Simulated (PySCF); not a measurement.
Dipole response of Fe (iron, neutral)

[Ar] 3d6 4s2, high-spin 5D determinant. Computed with PySCF 2.14 in x2c-QZVPPall with one added diffuse shell each of s, p, d, f, g type (12s8p6d5f3g, 128 functions), with scalar relativity by spin-free X2C-1e. Coupled (time-dependent) response in atomic units; α is the mean over directions.

| method | mean α (bohr³) | α xx, yy, zz | C₆ (like pair) | S(−4) |
| --- | --- | --- | --- | --- |
| UHF | 82.03 | 81.09, 81.09, 83.92 | 781.1 | 5893 |
| PBE | 61.07 | 60.42, 60.42, 62.39 | 545.1 | 2066 |

S(−4) is the Cauchy moment in α(ω) = α(0) + S(−4) ω² + …

Reference α: 62 ± 4 bohr³ (recommended; Schwerdtfeger and Nagle, table of static dipole polarizabilities (2023 update)). Published C₆: 482.0 (Chu and Dalgarno (2004); Tang, Norbeck and Certain (1976)).

Hartree-Fock lies above the reference because it lacks correlation, which contracts the outer shell.

α(iu) at UHF:

```csv
u (hartree),α(iu) (bohr³)
0,82.03
0.0500,71.75
0.100,55.57
0.200,31.28
0.300,19.15
0.500,9.541
0.750,5.461
1.00,3.722
1.50,2.201
2.00,1.515
3.00,0.8725
5.00,0.4081
```

A single London oscillator, α(iu) = α/(1 + u²/ω²), gives C₆ = (3/4) ω α². Matching the computed C₆ needs ω = 4 × 781.1 / (3 × 82.03²) = 0.155 hartree.

The components differ because the open shell of this determinant is not spherical; for a pure term their mean is the scalar polarisability.
